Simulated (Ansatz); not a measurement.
Ansatz (a first-principles code) input (PBE0/def2-TZVP):

Ansatz 0.2 input:
```yaml
crystal:
  periodic: [false, false, false]
  atoms:
    - {symbol: Si, position_ang: [-0.00530264, 0.19515623, -0.57467630]}
    - {symbol: Cl, position_ang: [0.08321521, 0.76947482, 1.43278793]}
    - {symbol: C, position_ang: [-1.62142751, -0.72223837, -0.84180217]}
    - {symbol: C, position_ang: [1.48144119, -0.89515018, -0.92915256]}
    - {symbol: H, position_ang: [-2.47758171, -0.09279844, -0.59951614]}
    - {symbol: H, position_ang: [-1.70763727, -1.04026526, -1.88294169]}
    - {symbol: H, position_ang: [-1.65439938, -1.60992473, -0.20329220]}
    - {symbol: H, position_ang: [1.47328244, -1.21752657, -1.97248934]}
    - {symbol: H, position_ang: [1.45141640, -1.78300076, -0.29072556]}
    - {symbol: H, position_ang: [2.41441578, -0.36541201, -0.73723319]}
basis:
  gaussian:
    orbitals: def2-TZVP
hamiltonian:
  xc: {name: PBE0}
magnetization: {spin_polarized: true, initial_magnetization: 1}
```

End of the output:

```
integrals: 0.09 GiB planned
1160 factors; their error is unknown
mean field: 1.09 GiB planned
mean field evaluation 1: about -22554.4278 eV, gradient 4.7e1 eV
mean field evaluation 2: about -22550.8077 eV, gradient 5.0e1 eV
mean field evaluation 4: about -22564.2756 eV, gradient 2.2e0 eV
mean field evaluation 8: about -22564.2964 eV, gradient 3.3e-2 eV
mean field evaluation 16: about -22564.3579 eV, gradient 6.6e-5 eV
mean field -22564.35788864 eV, -829.2248577365 hartree, gradient 1.7e-5 eV, S^2 0.751887; 0 other end points of the search recorded, 0 dependent functions left out
reference -22564.35791991 eV, -829.2248588856 hartree; 25, 24 occupied and 147, 148 virtual orbitals, 1160 factors
Total energy: -22564.35791991 eV, -829.2248588856 hartree
```

It need not be the lowest isomer of its formula.
